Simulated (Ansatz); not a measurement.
Consider the formal exchange of groups at a C–C bond: `OC[CH2][SnH3]` + `[NH2][SbH2]` → `[NH2][SbH][CH2]O` + `[CH3][SnH3]`.

Calculated with Ansatz (gas phase, PBE0-D4/def2-TZVP geometries, no zero-point term in ΔE). CCSD(T)/CBS is the MP2 limit (def2-TZVPP, def2-QZVPP) plus CCSD(T) − MP2 in def2-TZVPP, frozen cores. DFT in def2-TZVPP. B3LYP here is the variant with VWN-RPA as its local correlation; programs differ in this. Elements past krypton have def2 core potentials. For Sb, Sn outer-core shells are correlated without core-valence functions, which leaves a few kJ/mol of doubt a bond. One conformer a species, not always the lowest.

| level | ΔE (kJ/mol) | difference from CCSD(T)/CBS |
| --- | --- | --- |
| PBE-D4 | -10.9 | 1.4 |
| r2SCAN-D4 | -9.4 | 2.9 |
| PBE0-D4 | -7.6 | 4.7 |
| B3LYP-D4 | -11.3 | 1.0 |
| ωB97X-V | -6.4 | 5.9 |
| ωB97M-V | -8.1 | 4.2 |
| B2PLYP | -10.4 | 1.9 |
| PBE | -10.4 | 1.9 |
| r2SCAN | -9.4 | 2.9 |
| PBE0 | -7.2 | 5.1 |
| B3LYP | -10.3 | 2.0 |
| HF/def2-TZVPP | -1.5 | 10.8 |
| MP2/def2-TZVPP | -11.3 | 1.0 |
| SCS-MP2/def2-TZVPP | -9.5 | 2.8 |
| CCSD/def2-TZVPP | -6.3 | 6.0 |
| CCSD(T)/def2-TZVPP | -7.7 | 4.6 |
| HF/def2-QZVPP | -2.2 | 10.1 |
| MP2/def2-QZVPP | -14.2 | -1.9 |
| SCS-MP2/def2-QZVPP | -12.1 | 0.2 |
| HF/CBS(def2) | -2.3 | 10.0 |
| MP2/CBS(def2) | -15.9 | -3.6 |
| CCSD/CBS(def2) | -11.0 | 1.3 |
| CCSD(T)/CBS | -12.3 | 0 |

Largest T1 diagnostic among the species: 0.013.

From PBE to PBE0 (25 % exact exchange), in def2-TZVPP and without D4, ΔE moves by +3.2 kJ/mol. In def2-TZVPP, CCSD(T) changes the Hartree–Fock value by −6.2 kJ/mol (the triples alone add −1.4 kJ/mol) and MP2 by −9.8 kJ/mol.
